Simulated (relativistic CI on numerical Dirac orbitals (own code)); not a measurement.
# Os³⁺: 4f photoemission

Computed with this model: Dirac-Coulomb-Breit CI, KLI orbitals optimised for each configuration, QED by a radiative potential, multiplet model of photoemission in the sudden approximation, unscaled Slater integrals; configurations [Xe] 4f14 5d5 → [Xe] 4f13 5d5; 300 K; Lorentzian 0.35 eV and Gaussian 0.5 eV FWHM. Energies are those of the free ion, without screening or charge transfer. The energies are binding energies and can lie tens of eV above those of solids. S is read from ⟨S²⟩ = S(S + 1).

free ion: ground-state S = 2.44, centroid 92.55 eV. Peaks (eV, height): 91.0 (100), 93.8 (72), 96.1 (9).

Strongest unbroadened transitions for free ion:

```tsv
Energy (eV)	Relative strength
90.73	100.0
90.97	84.3
91.18	68.2
91.40	52.0
91.63	35.7
91.97	21.8
93.43	14.1
93.48	14.6
93.72	35.1
93.79	14.7
93.82	35.0
93.85	8.6
93.90	14.7
94.02	37.5
94.09	14.2
94.46	8.6
95.19	9.1
96.48	8.3
```
